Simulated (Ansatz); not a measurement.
`CO[SiH](O)O` → `OC(O)O[SiH3]`  (isomerisation)

Program: Ansatz. Geometries: PBE0-D4/def2-TZVP. ΔE: electronic, gas phase. CCSD(T)/CBS adds triple-zeta CCSD(T) − MP2 to the extrapolated MP2 energy (def2 sets, frozen cores). One conformer a species, not always the lowest.

```csv
species,CCSD(T)/CBS(def2) energy (Eh)
`CO[SiH](O)O`,-556.41063
`OC(O)O[SiH3]`,-556.29334
```

(1) Work out ΔE.

Largest T1 diagnostic among the species: 0.012.

## Answers

(1) ΔE = (-556.29334) − (-556.41063) = 0.11729 Eh = +307.9 kJ/mol.

From PBE to PBE0 (25 % exact exchange), in def2-TZVPP and without D4, ΔE moves by +7.9 kJ/mol.
